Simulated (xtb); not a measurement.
xtb input (GFN2-xTB):

```bash
xtb mol.xyz --gfn 2 --ohess tight --chrg -1 --uhf 0
```
mol.xyz:
```
8

Br     1.85707622    -0.81700636     0.08874618
C      0.01525405    -0.38317389     0.04615575
C     -0.98434030    -1.39578563     0.06351755
C     -2.29726750    -0.84283328     0.03875128
C     -2.50580011     0.53873144    -0.04984651
Se    -0.82779885     1.27847356    -0.05478744
H     -0.77114412    -2.37710238     0.15912428
H     -3.13963075    -1.50811072     0.08392356
```

Output:

```
           -------------------------------------------------
          |                Calculation Setup                |
           -------------------------------------------------

           -------------------------------------------------
          |                 G F N 2 - x T B                 |
           -------------------------------------------------

        Reference                      10.1021/acs.jctc.8b01176
      * Hamiltonian:
        H0-scaling (s, p, d)           1.850000    2.230000    2.230000
        zeta-weighting                 0.500000
      * Dispersion:
        s8                             2.700000
        a1                             0.520000
        a2                             5.000000
        s9                             5.000000
      * Repulsion:
        kExp                           1.500000    1.000000
        rExp                           1.000000
      * Coulomb:
        alpha                          2.000000
        third order                    shell-resolved
        anisotropic                    true
        a3                             3.000000
        a5                             4.000000
        cn-shift                       1.200000
        cn-exp                         4.000000
        max-rad                        5.000000

          ...................................................
          :                      SETUP                      :
          :.................................................:
          :  # basis functions                  38          :
          :  # atomic orbitals                  36          :
          :  # shells                           16          :
          :  # electrons                        32          :
          :  max. iterations                   250          :
          :  Hamiltonian                  GFN2-xTB          :
          :  restarted?                      false          :
          :  GBSA solvation                  false          :
          :  PC potential                    false          :
          :  electronic temp.          300.0000000     K    :
          :  accuracy                    1.0000000          :
          :  -> integral cutoff          0.2500000E+02      :
          :  -> integral neglect         0.1000000E-07      :
          :  -> SCF convergence          0.1000000E-05 Eh   :
          :  -> wf. convergence          0.1000000E-03 e    :
          :  Broyden damping             0.4000000          :
          :  net charge                         -1          :
          :  unpaired electrons                  0          :
          ...................................................

 iter      E             dE          RMSdq      gap      omega  full diag
   1    -17.0469727 -0.170470E+02  0.894E+00    3.16       0.0  T
   2    -17.0200549  0.269178E-01  0.796E+00    1.83       1.0  T
   3    -17.0772618 -0.572069E-01  0.258E+00    3.12       1.0  T
   4    -17.1206909 -0.434291E-01  0.166E+00    2.46       1.0  T
   5    -17.1261947 -0.550381E-02  0.668E-01    2.56       1.0  T
   6    -17.1261137  0.810537E-04  0.575E-01    2.69       1.0  T
[...]
 * 7 selected distances
Molecule has the following symmetry elements: (sigma)
It seems to be the Cs point group

     #   Z          #   Z                                           value/Å
     1  35 Br       2   6 C                                       1.9153076 (max)
     2   6 C        3   6 C                                       1.3574378
     3   6 C        4   6 C                                       1.4166737
     4   6 C        5   6 C                                       1.3773639
     2   6 C        6  34 Se                                      1.8702185
     3   6 C        7   1 H                                       1.0846365 (min)
     4   6 C        8   1 H                                       1.0870243

 * 4 distinct bonds (by element types)

   Z      Z             #   av. dist./Å        max./Å        min./Å
   1 H    6 C           2     1.0858304     1.0870243     1.0846365
   6 C    6 C           3     1.3838251     1.4166737     1.3574378
   6 C   34 Se          1     1.8702185     1.8702185     1.8702185
   6 C   35 Br          1     1.9153076     1.9153076     1.9153076

           -------------------------------------------------
          |               Frequency Printout                |
           -------------------------------------------------
 projected vibrational frequencies (cm⁻¹)
eigval :       -0.00    -0.00    -0.00     0.00     0.00     0.00
eigval :      148.49   156.59   259.68   312.25   418.46   481.32
eigval :      542.60   694.32   767.53   827.17   832.03  1075.69
eigval :     1166.73  1251.09  1381.22  1502.08  2976.63  3002.59
 reduced masses (amu)
   1: 52.87   2: 59.29   3: 73.87   4: 74.13   5: 69.75   6: 14.77   7: 66.03   8: 17.34
   9: 45.41  10: 14.91  11: 32.95  12: 10.06  13: 19.93  14: 13.11  15:  2.76  16: 12.63
  17:  3.79  18:  4.84  19:  3.71  20:  8.33  21: 11.54  22: 11.14  23:  1.76  24:  1.86
 IR intensities (km·mol⁻¹)
   1:  4.11   2:  2.47   3:  2.25   4:  1.48   5:  4.89   6:  0.51   7:  1.99   8:  8.85
   9:  7.39  10:  4.33  11:  1.15  12:  1.49  13: 40.24  14: 39.03  15:  3.71  16: 15.56
  17:  0.07  18:  4.31  19: 18.06  20: 21.04  21: 13.52  22: 10.29  23:189.50  24:141.74
 Raman intensities (Ä⁴*amu⁻¹)
   1:  0.00   2:  0.00   3:  0.00   4:  0.00   5:  0.00   6:  0.00   7:  0.00   8:  0.00
   9:  0.00  10:  0.00  11:  0.00  12:  0.00  13:  0.00  14:  0.00  15:  0.00  16:  0.00
  17:  0.00  18:  0.00  19:  0.00  20:  0.00  21:  0.00  22:  0.00  23:  0.00  24:  0.00
 output can be read by thermo (or use thermo option).
 writing <g98.out> molden fake output.
 recommended (thermochemical) frequency scaling factor: 1.0
           -------------------------------------------------
          |             Thermodynamic Functions             |
           -------------------------------------------------

cs  symmetry found (for desy threshold:  0.10E+00) used in thermo

          ...................................................
          :                      SETUP                      :
          :.................................................:
          :  # frequencies                          18      :
          :  # imaginary freq.                       0      :
          :  linear?                             false      :
          :  only rotor calc.                    false      :
          :  symmetry                               cs      :
          :  rotational number                       1      :
          :  scaling factor                  1.0000000      :
          :  rotor cutoff                   50.0000000 cm⁻¹ :
          :  imag. cutoff                  -20.0000000 cm⁻¹ :
          :.................................................:

    mode    ω/cm⁻¹     T·S(HO)/kcal·mol⁻¹    T·S(FR)/kcal·mol⁻¹   T·S(vib)
   ------------------------------------------------------------------------
       1    148.49    -0.80247 ( 98.73%)    -0.73402 (  1.27%)    -0.80160
       2    156.59    -0.77236 ( 98.97%)    -0.71828 (  1.03%)    -0.77181
       3    259.68    -0.49609 ( 99.86%)    -0.56847 (  0.14%)    -0.49619
   ------------------------------------------------------------------------

   temp. (K)  partition function   enthalpy   heat capacity  entropy
Note: The following floating-point exceptions are signalling: IEEE_DENORMAL
normal termination of xtb
                                   cal/mol     cal/K/mol   cal/K/mol   J/K/mol
 298.15  VIB   10.2                 2069.293     14.695     11.554
         ROT  0.585E+06              888.752      2.981     29.372
         INT  0.598E+07             2958.045     17.675     40.926
         TR   0.292E+28             1481.254      4.968     41.895
         TOT                        4439.2988    22.6436    82.8215   346.5250

       T/K    H(0)-H(T)+PV         H(T)/Eh          T*S/Eh         G(T)/Eh
   ------------------------------------------------------------------------
    298.15    0.707447E-02    0.476178E-01    0.393512E-01    0.826668E-02
   ------------------------------------------------------------------------

         :::::::::::::::::::::::::::::::::::::::::::::::::::::
         ::                  THERMODYNAMIC                  ::
         :::::::::::::::::::::::::::::::::::::::::::::::::::::
         :: total free energy         -16.965621889427 Eh   ::
         ::.................................................::
         :: total energy              -16.973888565689 Eh   ::
         :: zero point energy           0.040543356256 Eh   ::
         :: G(RRHO) w/o ZPVE           -0.032276679994 Eh   ::
         :: G(RRHO) contrib.            0.008266676262 Eh   ::
         :::::::::::::::::::::::::::::::::::::::::::::::::::::

optimized geometry written to: xtbopt.xyz

           -------------------------------------------------
          | TOTAL ENERGY              -16.973888565689 Eh   |
          | TOTAL ENTHALPY            -16.926270736469 Eh   |
          | TOTAL FREE ENERGY         -16.965621889427 Eh   |
          | GRADIENT NORM               0.000073999911 Eh/α |
          | HOMO-LUMO GAP               2.689671477360 eV   |
           -------------------------------------------------

------------------------------------------------------------------------
------------------------------------------------------------------------
 total:
 SCF:
 ANC optimizer:
 analytical hessian:
```

It need not be the lowest isomer of its formula. Whether it binds its extra electron was not tested at this geometry.
